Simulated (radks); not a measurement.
Polarisability of neutral iodine, [Kr] 4d10 5s2 5p5, at imaginary frequency. Method: non-relativistic Kohn-Sham, LB94 model potential, spin-unpolarised, spherical densities, point nucleus; relativity is left out, which matters for an element this heavy; computed with a radial shooting solver on a logarithmic mesh with Libxc functionals. Response by self-consistent Sternheimer equations with the Hartree and adiabatic LDA kernel.

| w (hartree) | alpha1(iw) (bohr^3) |
|---|---|
| 0.00266 | 31.76 |
| 0.0143 | 31.72 |
| 0.0360 | 31.51 |
| 0.0697 | 30.83 |
| 0.118 | 29.27 |
| 0.186 | 26.35 |
| 0.280 | 21.97 |
| 0.413 | 16.65 |
| 0.605 | 11.39 |
| 0.892 | 7.081 |
| 1.35 | 4.055 |
| 2.12 | 2.158 |
| 3.59 | 1.023 |
| 6.94 | 0.3718 |
| 17.5 | 0.08070 |

Static values: alpha1 = 31.76 bohr^3 (4.706 angstrom^3; uncoupled 52.43). C6 = 339.7, triple-dipole C9 = 7736 atomic units. One-pole (London) frequency 4 C6 / (3 alpha1^2) = 0.449 hartree, against 0.423 for minus the highest occupied eigenvalue. Recommended static value: 32.9 bohr^3 (Schwerdtfeger and Nagle, 2023 table).

Beside tabulated values, note that spin-unpolarised runs miss the spin-polarisation part of the exchange energy of open shells.
